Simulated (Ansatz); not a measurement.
Ge(NCS)H3 (CH₃GeNS): single points at one geometry.

```yaml
crystal:
  periodic: [false, false, false]
  atoms:
    - {symbol: Ge, position_ang: [-0.002224, -0.000847, -1.162942]}
    - {symbol: N, position_ang: [-0.013295, 0.016505, 0.669536]}
    - {symbol: C, position_ang: [0.000485, 0.005106, 1.875435]}
    - {symbol: S, position_ang: [0.014692, -0.006546, 3.464227]}
    - {symbol: H, position_ang: [1.478558, -0.001511, -1.607771]}
    - {symbol: H, position_ang: [-0.741627, 1.273766, -1.630258]}
    - {symbol: H, position_ang: [-0.736589, -1.286474, -1.608227]}
basis:
  gaussian: {orbitals: def2-TZVPD, initial_orbitals: start.molden}
hamiltonian: {xc: pbe0, dispersion: d4}
scf: {omitted_lower_state_checks: [starts]}
output: {orbitals: {seedname: orbitals}}
```

The file start.molden holds the orbitals of an earlier run on this structure, at another level or in another basis.

```sh
$ ansatz run in.yaml --threads 4 --pin off --events-out ev --progress --plain --max-ram 3916MiB
```

Shortened log:

```
Functional definition: PBE0
1247 factors; their error is unknown
mean field evaluation 1: about -69916.5486 eV, gradient 6.7e0 eV
mean field evaluation 2: about -69916.5805 eV, gradient 6.3e-2 eV
mean field evaluation 4: about -69916.8479 eV, gradient 1.2e-4 eV
mean field -69916.84790296 eV, -2569.3967690921 hartree, gradient 2.1e-5 eV, S^2 0.000000; 0 other end points of the search recorded, 0 dependent functions left out
reference -69916.84794768 eV, -2569.3967707357 hartree; 32, 32 occupied and 169, 169 virtual orbitals, 1247 factors
Total energy: -69916.97555609 eV, -2569.4014602583 hartree
Checks for a lower state left out: starts
```

Hardware: 4 threads of Intel Xeon on a shared host. Wall time 6.5 s.

As the first input, with `gaussian: {orbitals: def2-TZVP, initial_orbitals: start.molden}`, `hamiltonian: {xc: r2scan, dispersion: d4}`, `output: {forces: true, orbitals: {seedname: orbitals}}` (abridged; 7.1 s):

```
Functional definition: r2SCAN
mean field -69928.45377373 eV, -2569.8232769763 hartree, gradient 8.9e-6 eV, S^2 0.000000
Total energy: -69928.49009601 eV, -2569.8246117953 hartree
Atom 0 force     0.002614    -0.003039    -0.037719 eV/Å
Atom 1 force     0.015418    -0.011215     1.352582 eV/Å
Atom 2 force    -0.010719     0.005400    -0.951202 eV/Å
Atom 3 force    -0.005531     0.005712    -0.701846 eV/Å
Atom 4 force    -0.283254     0.000377     0.111057 eV/Å
Atom 5 force     0.141171    -0.243250     0.115815 eV/Å
Atom 6 force     0.140300     0.246015     0.111312 eV/Å
Dipole moment:     0.000595    -0.002612    -0.706693 e Å
Checks for a lower state left out: starts
```

As the first input, with `hamiltonian: {xc: pbe, dispersion: d4}` (abridged; 5.5 s):

```
Functional definition: PBE
mean field -69914.59929289 eV, -2569.3141341964 hartree, gradient 1.5e-5 eV, S^2 0.000000
Total energy: -69914.74945812 eV, -2569.3196526666 hartree
Checks for a lower state left out: starts
```

First input, but with `gaussian: {orbitals: def2-TZVP, initial_orbitals: start.molden}` (abridged; 5.5 s):

```
Functional definition: PBE0
mean field -69916.81587742 eV, -2569.3955921752 hartree, gradient 4.8e-5 eV, S^2 0.000000
Total energy: -69916.94351567 eV, -2569.4002827946 hartree
Checks for a lower state left out: starts
```

As the first input, with `gaussian: {orbitals: def2-TZVP, initial_orbitals: start.molden}`, `hamiltonian: {xc: {name: CAM-B3LYP}, dispersion: d4}` (abridged; 6.5 s):

```
Functional definition: CAM-B3LYP
mean field -69933.06972212 eV, -2569.9929099506 hartree, gradient 8.4e-5 eV, S^2 0.000000
Total energy: -69933.20084928 eV, -2569.9977287849 hartree
Checks for a lower state left out: starts
```

The first input with `gaussian: {orbitals: def2-TZVP, initial_orbitals: start.molden}`, `hamiltonian: {xc: {name: BHLYP}, dispersion: d4}` (abridged; 6.6 s):

```
Functional definition: BHLYP
mean field -69928.57173746 eV, -2569.8276120635 hartree, gradient 1.3e-5 eV, S^2 0.000000
Total energy: -69928.76505356 eV, -2569.8347162991 hartree
Checks for a lower state left out: starts
```

As the first input, with `gaussian: {orbitals: def2-TZVP, initial_orbitals: start.molden}`, `hamiltonian: {xc: pbe, dispersion: d4}` (abridged; 3.9 s):

```
Functional definition: PBE
mean field -69914.56399792 eV, -2569.3128371298 hartree, gradient 2.1e-5 eV, S^2 0.000000
Total energy: -69914.71414269 eV, -2569.3183548484 hartree
Checks for a lower state left out: starts
```

Geometry: PBE-D4/def2-SVP.
